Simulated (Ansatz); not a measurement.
The cluster Sn₃F₂. The state is a singlet with charge 0. Geometry PBE-D4/def2-SVP; atoms count from 1.

```xyz
5

Sn    1.588   -0.979   -0.607
Sn   -0.071    1.241   -1.518
Sn   -0.733   -0.126    1.026
F    -1.674    1.647   -0.155
F     0.891   -1.783    1.253
```

In the def2 sets Sn takes a core potential; there is no spin–orbit coupling. The restricted singlet is unstable towards broken spin symmetry in Hartree–Fock (as tested in another run); at PBE0-D4/def2-TZVP this wasn't settled. Another isomer (singlet) lies 0.13 eV lower at PBE0-D4/def2-TZVP; other spin states weren't run for this one.

Question: Estimate the Mulliken populations from the PBE0/def2-TZVP orbitals of Ansatz.

Answer: 
```csv
atom,charge (e)
Sn1,0.28
Sn2,0.28
Sn3,0.46
F4,-0.51
F5,-0.51
```
Mulliken values depend strongly on the basis.

Question: And the Mayer bond orders between heavy atoms (over 0.3)?

Answer: Sn1–Sn2 1.04 (2.92 Å); Sn1–Sn3 0.88 (2.96 Å); Sn1–F5 0.44 (2.14 Å); Sn2–Sn3 0.88 (2.96 Å); Sn2–F4 0.44 (2.14 Å).
